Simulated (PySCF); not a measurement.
# Where the electron goes

C5H10O2.
Structure used (GFN2-xTB), in Å, numbered top down from 1:
```xyz
17
C5H10O2 angstrom
C     -1.9465    0.7058    0.3908
C     -1.6620   -0.6739   -0.1893
C     -0.3590   -1.2634    0.3604
C      0.8225   -0.4303   -0.0775
O      1.1468   -0.2255   -1.2169
O      1.4742    0.0750    0.9785
C      2.5993    0.8956    0.6971
H     -1.9832    0.6646    1.4774
H     -1.1702    1.4100    0.1001
H     -2.9004    1.0806    0.0273
H     -1.5844   -0.6058   -1.2755
H     -2.4839   -1.3502    0.0532
H     -0.2226   -2.2711   -0.0362
H     -0.3801   -1.3028    1.4493
H      2.3432    1.6426   -0.0571
H      2.8731    1.3724    1.6350
H      3.4262    0.2883    0.3232
```

Theory: TDDFT PBE0/def2-SVPD, vertical, gas phase, core orbitals frozen in the response in PySCF.

Frontier orbitals with the atoms that hold most of them (Löwdin shares over 4%, at most four atoms; ? is withheld):

| orbital | ε (eV) | atoms |
| --- | --- | --- |
| LUMO+2 | 1.25 | C7 15%, H16 9%, C2 9%, H12 8% |
| LUMO+1 | 0.66 | C7 19%, C4 11%, O6 10%, C1 9% |
| LUMO | 0.17 | C4 32%, O5 25%, O6 13%, C3 8% |
| HOMO | ? | ? |
| HOMO-1 | -8.84 | ? |
| HOMO-2 | -9.65 | C2 26%, C1 18%, H11 15%, C3 14% |
| HOMO-3 | -9.70 | C2 21%, C1 20%, C3 18%, H10 8% |

**Question.** Which atoms hold the HOMO, and with what shares?

**Answer.** O5 (bonded to C) 64%; O6 (bonded to 2 C) 10%; C3 (bonded to 2 C and 2 H) 10%; C4 (bonded to C and 2 O) 9%. By element: oxygen 74%, carbon 19% or more.

**Question.** Which atoms hold the HOMO-1, and with what shares?

**Answer.** O6 (bonded to 2 C) 43%; O5 (bonded to C) 29%; C7 (bonded to O and 3 H) 10%; C4 (bonded to C and 2 O) 8%. By element: oxygen 72%, carbon 17% or more.

**Question.** What is the HOMO energy, and the HOMO–LUMO gap?

**Answer.** ε(HOMO) = -8.01 eV; the gap is 8.18 eV (0.3007 hartree).

**Question.** How does S1 compare with the orbital gap of 8.18 eV?

**Answer.** S1 is at 5.92 eV (f = 0.0012), 2.26 eV below the gap, made of HOMO→LUMO (93%). 

**Question.** Give energy, strength and leading configuration of S1, S2, S3 and S5, and follow the Löwdin shares of the leading atoms from the occupied to the empty orbital.

**Answer.** 
- S1 (5.92 eV, f 0.0012), HOMO→LUMO (93%): O5 64% → 25%, O6 10% → 13%, C4 9% → 32%; low, almost dark, from the terminal oxygen into the C=O bond, the pattern of n→π*
- S2 (7.55 eV, f 0.011), HOMO→LUMO+1 (92%): O5 64% → at most 10%, O6 10% → 10%, C7 at most 8% → 19%, C4 9% → 11%
- S3 (8.04 eV, f 0.095), HOMO-1→LUMO (83%): O6 43% → 13%, O5 29% → 25%, C4 8% → 32%
- S5 (8.30 eV, f 0.015), HOMO-1→LUMO+1 (94%): O6 43% → 10%, O5 29% → at most 10%, C7 10% → 19%, C4 8% → 11%

One conformer stands for the species.
